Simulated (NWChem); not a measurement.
**Basis-set convergence for H₄AlClS**

SMILES: S.[Cl][AlH2]
```xyz
7

Al    -0.6857    -0.7208    -0.4848
H     -0.3527    -2.2320    -0.1302
H     -2.1613    -0.1606    -0.6545
Cl     0.8513     0.3595    -1.5187
S     -0.2484     0.2516     1.8517
H      1.0935     0.0846     1.8255
H     -0.1626     1.5413     1.4534
```
Charge 0, spin multiplicity 1.

The numbers come from NWChem runs, not from measurements. Structure: optimised with PBE0/def2-SVP, a minimum by its harmonic frequencies.

Quantity: LUMO energy at the level PBE.

The Pople sets run with spherical d functions. The structure started from a generated list of species.

```json
[
 {"basis": "STO-3G", "functions": "31", "LUMO energy (eV)": "3.32"},
 {"basis": "def2-SVP", "functions": "74", "LUMO energy (eV)": "…"},
 {"basis": "cc-pVDZ", "functions": "74", "LUMO energy (eV)": "-1.45"},
 {"basis": "6-31+G*", "functions": "74", "LUMO energy (eV)": "-1.71"},
 {"basis": "6-311G**", "functions": "102", "LUMO energy (eV)": "-1.74"},
 {"basis": "aug-cc-pVDZ", "functions": "117", "LUMO energy (eV)": "…"},
 {"basis": "6-311++G**", "functions": "118", "LUMO energy (eV)": "-1.77"},
 {"basis": "pcseg-2", "functions": "158", "LUMO energy (eV)": "…"},
 {"basis": "def2-TZVPP", "functions": "182", "LUMO energy (eV)": "-1.79"},
 {"basis": "aug-cc-pVTZ", "functions": "242", "LUMO energy (eV)": "-1.78"}
]
```

Task: Complete the blanks.

Result: 
- def2-SVP, LUMO energy (eV): -1.36
- aug-cc-pVDZ, LUMO energy (eV): -1.67
- pcseg-2, LUMO energy (eV): -1.84
